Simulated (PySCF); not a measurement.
Run record: geometry optimisation, 2-thiophenemethanol, `c1ccsc1CO`.

Method: PBE0-D3(BJ)/def2-SVP geometry optimisation, gas phase (PySCF 2.14.0). Start geometry: GFN2-xTB. The input is one job of a driver script: a line of settings, then coordinates in Å.

Input:
```
{"job": {"xc": "PBE0", "basis": "def2-SVP", "d3": "d3bj", "grid": 2, "kind": "geom"}, "charge": 0, "multiplicity": 1}
O     -2.481357    -0.432828    -0.654882
C     -1.772831     0.334740     0.294814
C     -0.294958     0.115173     0.224515
C      0.610308     0.719489    -0.591124
C      1.923338     0.222760    -0.427605
C      1.997468    -0.757359     0.506373
S      0.466132    -1.095452     1.209143
H     -2.288563    -1.365922    -0.506934
H     -2.004143     1.375429     0.054011
H     -2.134130     0.115779     1.309878
H      0.346039     1.495308    -1.286826
H      2.771808     0.583116    -0.980939
H      2.856502    -1.309746     0.831847
```

**Question.** What does the run print?

**Answer.** 
```
step   0  E = -666.77608307  max force = 0.013503
step   1  E = -666.77772327  max force = 0.003256
step   2  E = -666.77774394  max force = 0.001158
step   3  E = -666.77775555  max force = 0.000410
optimisation converged
```

Energies in Eh; «max force» is the largest Cartesian gradient component in Eh/bohr.

**Question.** How much energy does the optimisation release, in kJ/mol?

**Answer.** E(step 0) − E(last step) = 0.001672 Eh, which is 4.4 kJ/mol.

In short: final energy -666.77776 Eh after 3 steps; dipole 1.36 D.

Hardware: an Arm Neoverse V1 with one thread, shared host. Cost: 34 s, 0.68 GiB resident at most.
Labels such as C1 count atoms from 1, the log's own numbers from 0.
